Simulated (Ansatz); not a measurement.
H6NSbSi, SMILES `N[SiH2][SbH2]`, 9 atoms. Charge 0, multiplicity 1. Correlated methods include outer-core shells of Sb, which these sets cover unevenly. Sb: def2 effective core potential. All runs use 2 threads of an Arm Neoverse V1 on a shared host. Correlated methods freeze the cores.

Question: How many basis functions does each run have, and how long does it take in Ansatz? RKS PBE0-D4/def2-TZVP frequencies; RKS HSE06 (plane-wave form)-D4/def2-TZVPP energy; RHF-CCSD(T)/def2-TZVPP energy; RKS PBE0-D4/def2-SVP energy; direct RPA on PBE orbitals/def2-TZVPP energy; RKS PBE0-D4/def2-TZVP relaxation (9 steps); RKS PBE0-D4/def2-QZVPP energy; RKS ωB97M-V/def2-SVP energy; RKS ωB97M-V/def2-QZVPP energy; RKS ωB97M-V/def2-TZVPP energy and forces; RKS PBE0-D4/def2-TZVPP energy; RKS PBE-QIDH (frozen core)/def2-TZVPP energy. (Best estimate.)

Answer: The calculation gave: Other jobs shared the machine, so times are rough.

```tsv
level	job	functions	wall time	peak host memory (GiB)
RKS PBE0-D4/def2-SVP	energy	88	1.6 s	0.39
RKS PBE0-D4/def2-TZVPP	energy	207	3.7 s	0.43
RKS HSE06 (plane-wave form)-D4/def2-TZVPP	energy	207	4.2 s	0.46
direct RPA on PBE orbitals/def2-TZVPP	energy	207	6.5 s	0.46
RKS ωB97M-V/def2-SVP	energy	88	7 s	0.39
RKS PBE-QIDH (frozen core)/def2-TZVPP	energy	207	7.5 s	0.47
RKS PBE0-D4/def2-QZVPP	energy	389	10 s	1
RKS ωB97M-V/def2-TZVPP	energy and forces	207	16 s	0.63
RKS ωB97M-V/def2-QZVPP	energy	389	23 s	1.3
RKS PBE0-D4/def2-TZVP	relaxation (9 steps)	154	36 s	0.34
RHF-CCSD(T)/def2-TZVPP	energy	207	2.1 min	2.9
RKS PBE0-D4/def2-TZVP	frequencies	154	2.5 min	0.39
```
